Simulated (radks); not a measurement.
The numbers below are computed, except where a source is named.
All-electron atom: Al+ in [Ne] 3s2 (the NIST ground configuration).

Level of theory: scalar-relativistic Kohn-Sham, LDA (Slater exchange, Perdew-Wang correlation), spin-unpolarised, spherical densities, finite nucleus; Fermi nuclear charge, rms radius 3.061 fm; hard spherical wall at 3.5 bohr (a radial shooting solver on a logarithmic mesh with Libxc functionals).

Energy parts (eV):
total: -6564.722
kinetic: 6614.412
electron-nucleus: -15727.861
Hartree: 3023.616
exchange-correlation: -474.889

Orbitals (lengths in bohr, moments of r in powers of bohr):
| orbital | occ. | eigenvalue (eV) | <r^4> | <1/r> | <r^2> | <r> |
|---|---|---|---|---|---|---|
| 1s | 2 | -1507.384 | 0.0009960 | 12.59 | 0.01960 | 0.1206 |
| 2s | 2 | -111.0501 | 0.4318 | 2.326 | 0.4776 | 0.6306 |
| 2p | 6 | -73.2723 | 0.5113 | 2.202 | 0.4703 | 0.6073 |
| 3s | 2 | -8.5384 | 19.80 | 0.7117 | 3.897 | 1.882 |
| 3p | 0 | -0.2583 | 22.28 | 0.6872 | 4.150 | 1.939 |
| 3d | 0 | 10.5985 | 23.27 | 0.5578 | 4.274 | 1.989 |
| 4s | 0 | 40.0152 | 33.63 | 0.8014 | 4.821 | 2.023 |

The highest occupied level is 3s at -8.538 eV. Summed over all electrons, <r^2> = 11.61 bohr^2, which gives a Langevin (diamagnetic) susceptibility term of -9.2 x 10^-6 cm^3/mol. The pressure on the wall is 89.5 GPa.
